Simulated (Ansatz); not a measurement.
Consider the atomization: `C[SiH2][SiH](O)O` → C• + 8 H• + 2 O• + 2 Si•.

Computed with Ansatz on PBE0-D4/def2-TZVP structures; ΔE is electronic, products minus reactants. CBS: MP2 limit from def2 TZ/QZ plus the TZ coupled-cluster correction, frozen cores. This one scheme is used for every species, atoms too. DFT in def2-TZVPP. Open shells (•) are unrestricted, without spin–orbit coupling. Spin–orbit coupling would lower the free atoms: a little for C, O, Si. One conformer a species, not always the lowest.

```csv
level,ΔE (kJ/mol)
r2SCAN-D4,4674.8
PBE,4665.6
HF/def2-TZVPP,3442.6
SCS-MP2/def2-TZVPP,4612.2
CCSD/def2-TZVPP,4506.2
CCSD(T)/def2-TZVPP,4562.1
HF/CBS(def2),3453.2
CCSD/CBS(def2),4636.4
```

(1) What does CCSD(T)/CBS give? (Estimate.)

Largest T1 diagnostic among the species: 0.012.

Results:

(1) Ansatz gave: +4692.3 kJ/mol. The listed levels differ from it by -17.5, -26.7, -1249.7, -80.1, -186.1, -130.2, -1239.1, -55.9 kJ/mol.

The D4 term adds +43.0 kJ/mol with B3LYP and +22.8 kJ/mol with PBE0; it sums over pairs of atoms, weighted by their polarisabilities, and B3LYP, whose exchange is more repulsive, gets the larger term. From PBE to PBE0 (25 % exact exchange), in def2-TZVPP and without D4, ΔE moves by −58.7 kJ/mol: exact exchange takes away binding that semilocal exchange gives to molecules.

B3LYP here is the variant with VWN-RPA as its local correlation; programs differ in this.

For atomizations the MP2-based limit and the directly extrapolated one differ by several kJ/mol either way, and by 10 to 25 for some Ge, Se and Sn compounds, so smaller differences from it don't rank the levels.
